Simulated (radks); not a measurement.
Task: The lithium ion Li2+, 1s1. Calculated with a radial shooting solver on a logarithmic mesh with Libxc functionals: non-relativistic Kohn-Sham, r2SCAN, spin-polarised, spherical densities, point nucleus; meta-GGA in the generalised Kohn-Sham scheme. Every spin shell is full or empty, so the densities are truly spherical. Functionals are evaluated on that one density, not self-consistently. Rank these exchange functionals by their error against the exact value of the orbitals, and give that value: LDA, PBE, revPBE, PW86, AM05, SOGGA, EV93, TPSS, revTPSS, r2SCAN, Tao-Mo, TASK, MVS.

Result: Exact: -0.935491 hartree. From best to worst, with 100 (|E| - |E exact|)/|E exact| (equal figures are ties): revTPSS +0.03, TPSS +0.03, TASK +0.03, r2SCAN +0.03, MVS +0.04, Tao-Mo +0.05, PW86 -0.28, revPBE -0.56, PBE -2.03, EV93 +3.78, SOGGA -6.51, AM05 -10.99, LDA -14.20.
